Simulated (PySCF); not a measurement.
CH5Bi, SMILES [CH3][BiH2], singlet, B3LYP/def2-SVP optimised geometry.

```
7

Bi    -0.90    -0.91     0.00
H     -0.91     0.91     0.00
H      0.91    -0.91     0.00
C     -1.01    -1.01    -2.30
H     -0.76    -2.04    -2.61
H     -0.30    -0.30    -2.74
H     -2.03    -0.77    -2.61
```

Density from B3LYP/def2-TZVP, def2 effective core potentials past Kr (PySCF) at that geometry. The core electrons that the potentials of Bi replace are not part of the density.

Minimum of the electron density along straight lines between bonded atoms, close to the bond critical point (lines longer than 1.1 times the sum of covalent radii, or with two minima, are not listed):

```json
[
 {"bond": "Bi1–H2", "length / Å": "1.811", "ρ at the minimum / e bohr⁻³": "0.107", "∇²ρ there / e bohr⁻⁵": "0.04", "position (fraction from the first atom)": "0.65"},
 {"bond": "Bi1–H3", "length / Å": "1.811", "ρ at the minimum / e bohr⁻³": "0.107", "∇²ρ there / e bohr⁻⁵": "0.04", "position (fraction from the first atom)": "0.65"},
 {"bond": "Bi1–C4", "length / Å": "2.307", "ρ at the minimum / e bohr⁻³": "?", "∇²ρ there / e bohr⁻⁵": "?", "position (fraction from the first atom)": "0.53"},
 {"bond": "C4–H5", "length / Å": "1.099", "ρ at the minimum / e bohr⁻³": "0.272", "∇²ρ there / e bohr⁻⁵": "-0.90", "position (fraction from the first atom)": "0.64"},
 {"bond": "C4–H6", "length / Å": "1.097", "ρ at the minimum / e bohr⁻³": "0.274", "∇²ρ there / e bohr⁻⁵": "-0.92", "position (fraction from the first atom)": "0.64"},
 {"bond": "C4–H7", "length / Å": "1.099", "ρ at the minimum / e bohr⁻³": "0.272", "∇²ρ there / e bohr⁻⁵": "-0.90", "position (fraction from the first atom)": "0.64"}
]
```

Problem. Fill in the missing entries.

Solution. 
- Bi1–C4, ρ at the minimum / e bohr⁻³: 0.091
- Bi1–C4, ∇²ρ there / e bohr⁻⁵: 0.06
